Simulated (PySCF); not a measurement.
Ge(Cl)3(OSiH3) (Cl₃GeH₃OSi), SMILES [Cl][Ge]([O][SiH3])([Cl])[Cl]. The structure is a stationary point at PBE0-D3(BJ)/def2-SVP. The values are those of a single conformer.

Give the equilibrium geometry at PBE0-D3(BJ)/def2-SVP (PySCF confirms it by a frequency run) as a Z-matrix. (An estimate is asked for; the answer gives what the named calculation found.)

This is not unique; one that fits is 
```
O
Si 1 1.6802
Ge 1 1.7341 2 135.09
H 2 1.4868 1 106.33 3 179.77
H 2 1.4911 4 110.36 1 -119.37
H 2 1.4912 4 110.36 5 -121.27
Cl 3 2.1238 1 109.31 2 120.58
Cl 3 2.1239 1 109.34 2 -119.20
Cl 3 2.1349 1 109.12 2 0.68
```
